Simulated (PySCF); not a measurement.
**Basis and Hamiltonian dependence of the excitation energy of Mg**

Mg [Ne] 3s2 (1S) → Mg [Ne] 3s1 4s1, s spin flipped. All values are computed (PySCF 2.14, energy differences of UHF-based or UKS calculations, no spin-orbit coupling). Values in eV.

```csv
basis,Hamiltonian,functions,UHF,r2SCAN,PBE0,MP2 (valence)
aug-cc-pVDZ,non-relativistic,27,0.000,0.000,0.000,0.000
def2-TZVPPD,non-relativistic,35,0.000,0.000,0.000,0.000
aug-cc-pCVDZ,non-relativistic,36,0.000,0.000,0.000,0.000
"x2c-TZVPPall with one added diffuse shell each of s, p, d type",spin-free X2C,41,0.000,0.000,0.000,0.000
aug-cc-pVTZ-DK,spin-free X2C,50,0.000,0.000,0.000,0.000
dyall-av2z,non-relativistic,64,0.000,0.000,0.000,0.000
aug-cc-pCVTZ-DK,spin-free X2C,75,0.000,0.000,0.000,0.000
aug-cc-pVQZ,non-relativistic,84,0.000,0.000,0.000,0.000
"aug-cc-pCVTZ-DK with one added diffuse shell each of s, p, d, f type",spin-free X2C,91,0.000,0.000,0.000,0.000
dyall-av3z,spin-free X2C,117,0.000,0.000,0.000,0.000
dyall-av3z,non-relativistic,117,0.000,0.000,0.000,0.000
```

Frozen in the all-electron rows: valence: [Ne].

In the upper determinant the s electron has its spin opposite to the other open shell, which mixes two multiplicities.
